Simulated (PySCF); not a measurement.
ClF₃H₂OSi₂. Atoms are numbered in the order given.

```xyz
9

Si     1.0757    -0.6719     0.4750
F      1.5001    -1.8215     1.4907
F      1.7006    -1.0101    -0.9499
F      1.7053     0.7024     0.9799
O     -0.5326    -0.5804     0.4018
Si    -1.8810     0.3041     0.0095
Cl    -1.3752     1.6797    -1.4330
H     -2.8917    -0.6280    -0.5387
H     -2.3482     1.0282     1.2149
```
Charge 0, spin multiplicity 1.

Coordinates come from a PBE0-D3(BJ)/def2-SVP optimisation. This is a generated structure with no PubChem entry under its InChIKey; it may be hypothetical. One conformer was computed; it need not be the lowest.

Calculation: PBE0-D3(BJ)/def2-SVP (PySCF 2.14.0).

Frequencies are harmonic and unscaled.

```tsv
mode	ν (cm⁻¹)	IR (km/mol)	moving atoms (share of kinetic energy)
1	17	1.4	Si 27 %, F 24 %, H 17 %, O 17 %, Cl 14 %
2	20	0.1	F 58 %, Cl 24 %, O 13 %
3	40	0.1	F 39 %, Cl 36 %, O 15 %
4	187	2.1	F 57 %, Cl 24 %, Si 16 %
5	253	0.7	F 75 %, O 22 %
6	282	14.2	F 56 %, O 20 %, Si 18 %
7	329	61.0	F 62 %, Si 28 %
8	373	41.3	F 56 %, Si 22 %, O 19 %
9	403	43.2	O 40 %, F 39 %, Si 19 %
10	555	49.2	Si 51 %, Cl 39 %
11	625	38.0	Si 42 %, F 27 %, H 16 %, O 9 %
12	642	59.9	H 72 %, Si 17 %
13	732	23.9	H 91 %
14	870	159.1	F 48 %, H 26 %, Si 23 %
15	923	230.3	H 62 %, Si 23 %, F 10 %
16	965	128.4	H 91 %
17	1017	196.3	Si 50 %, F 50 %
18	1021	231.4	Si 50 %, F 49 %
19	1170	618.4	O 73 %, Si 23 %
20	2296	73.4	H 98 %
21	2310	105.4	H 96 %
```
